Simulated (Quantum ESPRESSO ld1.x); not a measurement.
The numbers below are computed, except where a source is named.
Charge is removed step by step from the 2p down level of Ar4+, starting from [He] 2s2 2p(up 3, down 3) 3s2 3p2. Level of theory: non-relativistic Kohn-Sham, LDA (Slater exchange, Perdew-Wang correlation), spin-polarised, spherical densities, point nucleus; open shells are filled with parallel spins first (ld1.x of Quantum ESPRESSO 7.5).

| removed (e) | E - E(0) (eV) | eigenvalue (eV) | E minus straight line (eV) |
|---|---|---|---|
| 0 | 0.000 | -297.38 | 0.000 |
| 0.25 | 75.825 | -309.25 | -4.519 |
| 0.5 | 154.64 | -321.28 | -6.050 |
| 0.75 | 236.48 | -333.45 | -4.555 |
| 1 | 321.38 | -345.76 | 0.000 |

Removing the whole electron costs 321.38 eV by Delta-SCF, against 297.38 eV from minus the eigenvalue at the starting occupation. Slater's transition state (half an electron removed) gives 321.28 eV. Integrating minus the eigenvalue over the occupation (Janak's theorem) gives 321.38 eV. The mean slope of the eigenvalue, de/dn, is 48.4 eV per electron.
